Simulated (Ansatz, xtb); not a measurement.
# Relaxing a trial structure of CH2ClGe+

The starting geometry of this gas-phase singlet has its atoms placed at random.

```xyz
5

C    -0.2763    0.8219   -1.4506
Cl   -1.0467   -1.6039    0.6355
Ge    0.5827    0.1129   -0.1396
H     1.4098    0.5775    1.1213
H     0.7600   -1.2273    0.7660
```

Task: One run relaxed it with r2SCAN-D4/def2-SVP. What is a likely outcome?

Result: It ends as a structure with Cl2 bridging C1 and H5, given below by its coordinates. Contacts that open: Cl2–Ge3 (2.49 → 3.29 Å), Ge3–H5 (1.63 → 3.97 Å). Contacts that close: C1–Cl2 (3.29 → 1.67 Å), Cl2–H5 (1.85 → 1.35 Å).

The energy falls by 4.04 eV over 34 steps:

```tsv
step	E − E(last) (eV)
1	4.037
5	1.864
8	1.432
12	1.215
16	1.193
19	1.188
23	0.821
27	0.058
30	0.003
34	0.000
```

Final geometry (Å):

```csv
atom,x (Å),y (Å),z (Å)
C,0.0391,-0.2223,0.2218
Cl,-0.8056,-1.6580,0.3336
Ge,1.3885,0.7528,0.7880
H,1.2821,2.2184,0.3233
H,-0.4746,-2.4097,-0.7342
```

From the same start GFN2-xTB ends elsewhere, differing in C1–Cl2 (3.16 against 1.67 Å here), Cl2–Ge3 (2.40 against 3.29 Å here).

From so rough a start the end depends on the optimiser's path, so another program may land elsewhere. The end wasn't checked by frequencies. Run with Ansatz 0.2.0, 56 s on 1 thread of Intel(R) Xeon(R) 6975P-C (Granite Rapids), on a shared host.
